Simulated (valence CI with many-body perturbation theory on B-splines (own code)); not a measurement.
## Forbidden lines of Re²⁶⁺

Calculated by valence CI with perturbative core correlation (CI+MBPT): three valence electrons over a frozen Dirac-Fock core [Kr] 4d10, radial functions for each j: 8 s, 8 p, 9 d, 9 f, 6 g, 3 h, 2 i, with the one-electron correlation potential Σ1 (screened to all orders), the two-electron term Σ2, the three-electron term Σ3, Breit, model QED; selected single and double excitations, second order for the rest (own B-spline code, finite nucleus).

No measured spectrum was set against this ion. As an estimate, large intervals hold to a few tenths of a per cent, small ones and those within an open d or f shell to about a per cent. Core correlation moves these levels by up to 49000 cm⁻¹, and in measured spectra 5 to 20 % of such shifts remained as error; rates that hang on mixing are uncertain with them.

Lines 51 to 100 of 120 in falling wavelength, among levels below 1146900 cm⁻¹, chosen from the decays that carry over 1 % of a level's rate. Wavelengths and rates use the calculated energies. S is in atomic units (e²a₀⁴ for E2 and M2, e²a₀⁶ for E3), for M1 in squared Bohr magnetons. Weak lines are less certain than strong ones. Lines between different terms over intervals too small for the method are left out, as are lines whose strength nearly cancels. Where a level lies close to another of its J and parity, the split of strength between their lines is uncertain.

Names give the largest LS component (configuration and term), which can be under half, so a name can repeat, a term be missing and a line seem to break the LS rules; names also repeat where a configuration has a term twice. Letters in brackets count levels of one name in rising energy.

| λ vac (Å) | Upper | Lower | Type | A (s⁻¹) | S (a.u.) |
| --- | --- | --- | --- | --- | --- |
| 3086 | 4f3 2G°_9/2 [a] | 4f3 2H°_11/2 [a] | M1 | 5.46e+01 | 5.95e-01 |
| 3043 | 4f3 4D°_7/2 | 4f3 4G°_9/2 | M1 | 1.48e+01 | 1.24e-01 |
| 3038 | 4f3 2D°_3/2 [a] | 4f3 4F°_5/2 | M1 | 1.99e+02 | 8.28e-01 |
| 2992 | 4f3 2L°_15/2 [a] | 4f3 4I°_15/2 | M1 | 2.69e+02 | 4.27e+00 |
| 2992 | 4f3 2D°_5/2 [a] | 4f3 4G°_5/2 | M1 | 8.62e+01 | 5.13e-01 |
| 2946 | 4f3 2D°_5/2 [b] | 4f3 4G°_7/2 | M1 | 3.19e+01 | 1.82e-01 |
| 2940 | 4f3 2L°_17/2 | 4f3 2L°_15/2 [a] | M1 | 2.22e+02 | 3.76e+00 |
| 2937 | 4f3 2D°_3/2 [b] | 4f3 2P°_1/2 | M1 | 3.41e+02 | 1.28e+00 |
| 2924 | 4f3 2G°_9/2 [a] | 4f3 4F°_9/2 | M1 | 4.67e+02 | 4.33e+00 |
| 2883 | 4f3 4D°_7/2 | 4f3 2G°_7/2 [a] | M1 | 1.45e+01 | 1.03e-01 |
| 2821 | 4f3 2G°_7/2 [a] | 4f3 4F°_5/2 | M1 | 9.19e+01 | 6.11e-01 |
| 2813 | 4f3 2K°_13/2 | 4f3 4I°_13/2 | M1 | 1.35e+02 | 1.56e+00 |
| 2762 | 4f3 2H°_11/2 [a] | 4f3 4I°_13/2 | M1 | 1.15e+02 | 1.08e+00 |
| 2738 | 4f3 2D°_3/2 [b] | 4f3 2D°_3/2 [a] | M1 | 5.14e+02 | 1.56e+00 |
| 2718 | 4f3 2H°_9/2 [b] | 4f3 4G°_9/2 | M1 | 1.23e+02 | 9.19e-01 |
| 2590 | 4f3 2H°_9/2 [b] | 4f3 2G°_7/2 [a] | M1 | 3.44e+02 | 2.22e+00 |
| 2515 | 4f3 2G°_9/2 [a] | 4f3 4G°_7/2 | M1 | 1.73e+02 | 1.02e+00 |
| 2416 | 4f3 2D°_5/2 [a] | 4f3 4F°_5/2 | M1 | 6.86e+01 | 2.15e-01 |
| 2405 | 4f3 4G°_9/2 | 4f3 2H°_9/2 [a] | M1 | 2.13e+02 | 1.10e+00 |
| 2400 | 4f3 4D°_3/2 | 4f3 4G°_5/2 | M1 | 4.66e+01 | 9.54e-02 |
| 2324 | 4f3 2I°_13/2 | 4f3 2H°_11/2 [a] | M1 | 5.57e+01 | 3.63e-01 |
| 2309 | 4f3 4D°_3/2 | 4f3 4S°_3/2 | M1 | 3.05e+02 | 5.56e-01 |
| 2289 | 4f3 2I°_13/2 | 4f3 2K°_13/2 | M1 | 1.12e+02 | 6.96e-01 |
| 2235 | 4f3 2D°_5/2 [b] | 4f3 4G°_5/2 | M1 | 5.83e+01 | 1.45e-01 |
| 2210 | 4f3 2L°_15/2 [b] | 4f3 2K°_13/2 | M1 | 5.83e+02 | 3.73e+00 |
| 2195 | 4f3 2D°_5/2 [b] | 4f3 4F°_7/2 | M1 | 3.02e+02 | 7.10e-01 |
| 2183 | 4f3 4D°_7/2 | 4f3 4F°_9/2 | M1 | 1.29e+01 | 4.00e-02 |
| 2157 | 4f3 2D°_5/2 [b] | 4f3 4S°_3/2 | M1 | 1.47e+02 | 3.27e-01 |
| 2123 | 4f3 2H°_9/2 [a] | 4f3 4I°_9/2 | M1 | 4.83e+02 | 1.71e+00 |
| 2085 | 4f3 2H°_9/2 [b] | 4f3 2H°_11/2 [a] | M1 | 1.16e+02 | 3.88e-01 |
| 2079 | 4f3 2D°_3/2 [a] | 4f3 4F°_3/2 | M1 | 9.01e+01 | 1.20e-01 |
| 2037 | 4f3 2L°_15/2 [a] | 4f3 4I°_13/2 | M1 | 3.59e+02 | 1.80e+00 |
| 2010 | 4f3 2H°_9/2 [b] | 4f3 4F°_9/2 | M1 | 7.13e+01 | 2.15e-01 |
| 1978 | 4f3 2P°_1/2 | 4f3 4F°_3/2 | M1 | 2.87e+02 | 1.64e-01 |
| 1952 | 4f3 2H°_11/2 [b] | 4f3 2H°_9/2 [a] | M1 | 7.03e+01 | 2.33e-01 |
| 1946 | 4f3 4D°_7/2 | 4f3 4G°_7/2 | M1 | 2.00e+01 | 4.36e-02 |
| 1946 | 4f3 2G°_9/2 [a] | 4f3 4F°_7/2 | M1 | 1.79e+01 | 4.89e-02 |
| 1898 | 4f3 2D°_5/2 [b] | 4f3 4F°_5/2 | M1 | 3.80e+01 | 5.77e-02 |
| 1884 | 4f3 4F°_9/2 | 4f3 4I°_11/2 | M1 | 8.82e+01 | 2.19e-01 |
| 1845 | 4f3 2K°_13/2 | 4f3 4I°_11/2 | M1 | 6.79e+02 | 2.21e+00 |
| 1823 | 4f3 2H°_11/2 [a] | 4f3 4I°_11/2 | M1 | 1.38e+02 | 3.72e-01 |
| 1808 | 4f3 2H°_9/2 [b] | 4f3 4G°_7/2 | M1 | 1.10e+02 | 2.42e-01 |
| 1768 | 4f3 2D°_5/2 [a] | 4f3 4F°_3/2 | M1 | 1.98e+02 | 2.43e-01 |
| 1754 | 4f3 2H°_11/2 [b] | 4f3 4I°_13/2 | M1 | 7.57e+01 | 1.82e-01 |
| 1747 | 4f3 4D°_1/2 | 4f3 4S°_3/2 | M1 | 7.33e+01 | 2.90e-02 |
| 1708 | 4f3 4F°_7/2 | 4f3 4I°_9/2 | M1 | 5.75e+01 | 8.50e-02 |
| 1626 | 4f3 2D°_3/2 [b] | 4f3 4G°_5/2 | M1 | 7.68e+01 | 4.90e-02 |
| 1609 | 4f3 4G°_11/2 | 4f3 2H°_9/2 [a] | M1 | 7.87e+01 | 1.46e-01 |
| 1608 | 4f3 4D°_7/2 | 4f3 4G°_5/2 | M1 | 9.19e+00 | 1.13e-02 |
| 1592 | 4f3 2G°_9/2 [a] | 4f3 2H°_9/2 [a] | M1 | 1.05e+01 | 1.57e-02 |
